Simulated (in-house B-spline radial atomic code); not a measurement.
Configurations of Sm IV (Sm3+), with energies counted from [Xe] 4f5. Level of theory: scalar-relativistic (X2C) wB97X, spin-polarised, spherical fractional occupations, Fermi nucleus of rms radius 5.0819 fm; calculated with a radial B-spline atomic code at the basis-set limit. Shells without spins written out take the highest spin.

Caution: exact exchange at fractional occupations of open shells leaves self-interaction of up to several eV.

Occupations are held fixed; configurations that lie above the ionisation limit could autoionise.

| configuration | E - E(ref) (eV) | highest orbital | its <r> (bohr) |
| --- | --- | --- | --- |
| [Xe] 4f(1 up, 4 down) | 9.7742 | 4f up | 0.9342 |
| [Kr] 4d10 4f6 5s2 5p5 | 15.811 | 4f up | 0.9329 |
| [Xe] 4f4 5d1 | 16.277 | 5d up | 2.123 |
| [Xe] 4f4 5f1 | 32.995 | 5f up | 4.666 |
| [Xe] 4f4 6f1 | 36.979 | 6f up | 8.098 |
| [Kr] 4d10 4f5 5s2 5p5 6p1 | 38.299 | 6p up | 3.732 |
| [Kr] 4d10 4f(1 up, 4 down) 5s2 5p(3 up, 2 down) 6s(1 up, 0 down) | 42.626 | 6s up | 3.118 |
| [Kr] 4d10 4f5 5s2 5p5 6d1 | 44.705 | 6d up | 5.068 |

(1) Order these further configurations by energy, lowest first.
A. [Kr] 4d10 4f5 5s2 5p5 6f1
B. [Xe] 4f(2 up, 2 down) 6f(1 up, 0 down)
C. [Kr] 4d(5 up, 4 down) 4f(2 up, 3 down) 5s2 5p6 6p(1 up, 0 down)
D. [Kr] 4d10 4f5 5s2 5p5 6s1
E. [Xe] 4f(2 up, 3 down)

(2) How far above the reference does [Xe] 4f(3 up, 1 down) 6s(0 up, 1 down) lie?

(3) How far above the reference does [Kr] 4d9 4f5 5s2 5p6 6s1 lie?

(4) How far above the reference does [Kr] 4d10 4f5 5s2 5p5 5f1 lie?

Results:

(1) E (14.678 eV), D (31.107 eV), B (47.239 eV), A (50.484 eV), C (172.06 eV).

(2) 25.256 eV; its least bound orbital is 6s down with <r> = 3.091 bohr.

(3) 145.68 eV; its least bound orbital is 6s up with <r> = 3.065 bohr.

(4) 46.523 eV; its least bound orbital is 5f up with <r> = 4.725 bohr.
